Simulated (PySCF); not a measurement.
Work out the structure from these simulated measurements.

Formula: C3H9F3Si2.

- 13C NMR: chemical shifts (computed TMS as zero) by class: 100.8 (1 C), 88.8 (2 C) ppm [GIAO PBE0/pcSseg-1]
- UV, first state: lowest singlet excitation: 7.26 eV (171 nm, f = 0.052) [TDDFT CAM-B3LYP/def2-SVPD]
- Rotational structure: rotational constants A, B, C: 1.899, 0.906, 0.819 GHz [GFN2-xTB]
- Triplet: lowest triplet excitation (Tamm–Dancoff): 6.37 eV [TDA CAM-B3LYP/def2-SVPD]
- Dipole: 1.15 D [CAM-B3LYP/def2-SVPD]
- NMR, other nuclei: isotropic shieldings of nuclei other than C and H, by class: 388 (1 F), 420 (2 F), 415 (1 Si), 465 (1 Si) ppm [GIAO PBE0/pcSseg-1]
- Polarisability: 94.8 au [CAM-B3LYP/def2-SVPD]

Gas-phase values; electronic properties from PySCF, density fitting. Levels stand in brackets. The structure is a single GFN2-xTB conformer in the gas phase; no vibrational or solvent corrections. NMR values are class means; diastereotopic atoms form classes of their own.

Problem. Propose a structure and show how it fits.

Solution. Numbering: `[F:1][CH2:2][C:3]([F:4])([CH2:5][F:6])[SiH2:7][SiH3:8]`. Its formula, C3H9F3Si2, gives 0 degrees of unsaturation, so no ring and no π bond. 3 carbons fall into 2 classes; from least to most shielded: sp3 C–F carbon [C3] (100.8 ppm), sp3 C–F carbon [C2/C5] (88.8 ppm, 2 C, up to 7.1 ppm apart in this geometry). The other shieldings belong to: 388 ppm, alkyl fluorine [F4]; 420 ppm, alkyl fluorine [F1/F6]; 415 ppm, SiH2 silicon [Si7]; 465 ppm, SiH3 silicon [Si8]. The optimised geometry has point group C1 and is an asymmetric top. Structure: `FCC(F)(CF)[SiH2][SiH3]`. Computed isomers that give other values at the same levels: `CC[Si@H]([SiH3])C(F)(F)F` (13C chemical shifts (computed TMS as zero) by class: 141.6 (1 C), 10.8 (1 C), 7.6 (1 C) ppm); `F[Si](F)(F)CCC[SiH3]` (13C chemical shifts (computed TMS as zero) by class: 23.6 (1 C), 19.2 (1 C), 14.9 (1 C) ppm); `CC([SiH3])([SiH3])C(F)(F)F` (13C chemical shifts (computed TMS as zero) by class: 140.0 (1 C), 19.7 (1 C), 16.6 (1 C) ppm). The assignments are read from this structure; whether some other isomer fits the data as well wasn't checked.

Shape of the structure used: `[F:1][CH2:2][C:3]([F:4])([CH2:5][F:6])[SiH2:7][SiH3:8]`: F1–C2–C3–F4 -173°, C2–C3–C5–F6 -157°, C2–C3–Si7–Si8 -154°.
